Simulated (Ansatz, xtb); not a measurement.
CH7NO2Si: 4 structures ranked

4 gas-phase structures of CH7NO2Si, found in a search over its isomers (lower ones may exist). Each was relaxed with GFN2-xTB; where two conformers were screened, the lower at r2SCAN-D4/def2-SVP is listed:

A. `CN[SiH](O)O`, a singlet
B. `C[Si](N)(O)O`, a singlet
C. `NCO[SiH2]O`, a singlet
D. `CO[Si@H](N)O`, a singlet

Problem. Which do you expect lowest at r2SCAN-D4/def2-SVP, and how would the others follow?

Solution. Calculated order at r2SCAN-D4/def2-SVP: B (0.0), A (20.1), D (22.3), C (45.8) kcal/mol.

Energies above the lowest of each column, in kcal/mol; the last columns are at B3LYP/6-31G* geometries and were run for some of them only (a dash: not run or not comparable):

| structure | GFN2-xTB | HF/STO-3G | r2SCAN-D4/def2-SVP | B3LYP/6-31G* | CCSD(T)/def2-SVP + ΔMP2/def2-TZVPP |
| --- | --- | --- | --- | --- | --- |
| B | 7.4 | 0.0 | 0.0 | 0.0 | 0.0 |
| A | 0.0 | 16.9 | 20.1 | 16.8 | 20.8 |
| D | 4.0 | 13.9 | 22.3 | – | – |
| C | 13.8 | 35.2 | 45.8 | – | – |

CCSD(T)/def2-SVP + ΔMP2/def2-TZVPP puts B lowest of those it was run on; GFN2-xTB picks A. Flexible structures stand in one conformer each, not always the lowest. Frequencies (B3LYP/6-31G*) were run for A, B alone. The ΔMP2 step shifts differences by up to 3.7 kcal/mol, which makes them less sure. ΔMP2 is the change of the MP2 energy from the smaller to the larger basis.

Over these structures GFN2-xTB departs from r2SCAN-D4/def2-SVP by 11.6 kcal/mol on average once a common shift is removed. A GFN2-xTB relaxation took about 0.083 s and the r2SCAN-D4/def2-SVP energy about 2 s on a shared host (Ansatz 0.2.0, xtb 6.7.1 (Pople sets with spherical d functions)).
